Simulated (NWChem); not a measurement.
Species: C3H3NS2; SMILES s1c(S)cnc1

```xyz
9

S     -0.0564     2.1576     0.0594
C     -0.1802     0.4100    -0.0211
C     -1.3294    -0.3442    -0.0069
N     -1.1607    -1.6932     0.0139
C      0.1016    -1.9985     0.0178
S      1.1869    -0.6565     0.0143
H      0.3345     2.3658    -1.2200
H     -2.3321     0.0878    -0.0126
H      0.4822    -3.0234     0.0165
```
Atoms are numbered in this order, from 1.

Program: NWChem. Medium grid unless said otherwise, to which SCAN and Minnesota functionals are sensitive. The geometry was optimised at PBE0/def2-SVP.

**Question.** Order these by “orbital gap (eV)”, lowest first: LC-BLYP (range parameter 0.33 per bohr)/def2-SVP; PBE0/def2-SVP; LRC-wPBEh/def2-SVP; MN15-L/def2-SVP; BLYP/def2-SVP.

**Answer.** BLYP/def2-SVP (3.88), MN15-L/def2-SVP (4.67), PBE0/def2-SVP (5.97), LRC-wPBEh/def2-SVP (9.47), LC-BLYP (range parameter 0.33 per bohr)/def2-SVP (10.24)
